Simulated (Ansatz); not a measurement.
Consider the substitution at a C–Cl bond: `ClC=C(Cl)Cl` + HBr → `Cl/C=C(/Cl)Br` + HCl.

Isolated molecules relaxed with PBE0-D4/def2-TZVP in Ansatz; ΔE leaves out vibrations. CCSD(T)/CBS adds triple-zeta CCSD(T) − MP2 to the extrapolated MP2 energy (def2 sets, frozen cores). This one scheme is used for every species. DFT in def2-TZVPP. For Br outer-core shells are correlated without core-valence functions, which leaves a few kJ/mol of doubt a bond. Scalar relativity is left out up to krypton.

| level | ΔE (kJ/mol) |
| --- | --- |
| PBE-D4 | -2.3 |
| PBE | -1.0 |
| BLYP | -0.8 |
| r2SCAN | -1.1 |
| r2SCAN0 | -0.9 |
| SCS-MP2/def2-TZVPP | -8.4 |
| MP2/def2-QZVPP | -9.1 |
| CCSD/CBS(def2) | -5.2 |

Q: What does CCSD(T)/CBS give? (An estimate is asked.)

A: Ansatz gave: -5.7 kJ/mol. The listed levels differ from it by 3.4, 4.7, 4.9, 4.6, 4.8, -2.7, -3.4, 0.5 kJ/mol.

Q: What do rigid-rotor, harmonic-oscillator terms from PBE0-D4/def2-TZVP frequencies (298.15 K, 1 bar) make of the CCSD(T)/CBS value? (Best estimate.)

A: The calculation gave: ΔZPE = +0.3 kJ/mol, ΔH = -4.9 kJ/mol, ΔS = 0 J/(mol·K), ΔG = -4.7 kJ/mol.

Largest T1 diagnostic among the species: 0.010.

In def2-TZVPP, CCSD(T) changes the Hartree–Fock value by −7.5 kJ/mol (the triples alone add −0.6 kJ/mol) and MP2 by −10.3 kJ/mol. At CCSD(T), def2-SVP lies +8.2 kJ/mol from the extrapolated value and def2-TZVPP −1.4 kJ/mol.
